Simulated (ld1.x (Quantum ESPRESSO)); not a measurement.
**Building the TM potential for Mo (PBE, fully relativistic).**

* Element: Mo
* Generator: ld1.x (Quantum ESPRESSO) 7.5
* Type: norm-conserving Troullier–Martins (Kleinman–Bylander form)
* Functional: PBE
* Relativity: fully relativistic
* Frozen core: [Ar] 3d10 4s2
* Valence charge: 12
* Reference configuration: 4p6 4d3 5s0 5p0 (charge +3)
* Partial waves: 5s (bound, empty): rc 2.50 bohr; 4d (bound): rc 1.55 bohr; 4p (bound): rc 1.20 bohr
* Local potential: the p channel
* Core correction: none

Open shells are filled in proportion to 2j + 1 (rel_dist='average').

Poles of the logarithmic derivatives, all-electron (AE) and pseudo (PS). s: poles at 0.2 (AE) and -3.1, 0.3 (PS) Ry. p1/2: poles at -5.2, 1.3 (AE) and -5.1, 1.3 (PS) Ry. p3/2: poles at -5.0, 1.5 (AE) and -5.1, 1.3 (PS) Ry. d3/2: poles at -2.1, 3.6 (AE) and -2.1, 3.4 (PS) Ry. d5/2: poles at -2.1, 3.6 (AE) and -2.1, 3.5 (PS) Ry. Test radius 2.70 bohr.

- Cutoffs needed: 100 Ry and 140 Ry (the cutoffs (Ry, on a coarse ladder) from which the occupation-weighted sum of valence levels, in a spherical-Bessel basis at the reference potential, stays within 10 and 1 mRy of its value at 400 Ry)
- Ghost test: ghost states, extra bound levels that the all-electron valence spectrum of the same l lacks: p1/2 at -70.0 eV, s at -42.1 eV; a true bound ghost makes a file unfit for plane-wave use (spherical-Bessel basis up to 400 Ry, 20 bohr box)
- Largest excitation error: -139 meV (all-electron minus pseudo) for 4p6 4d5 5s1 5p0, out of 7 test configurations
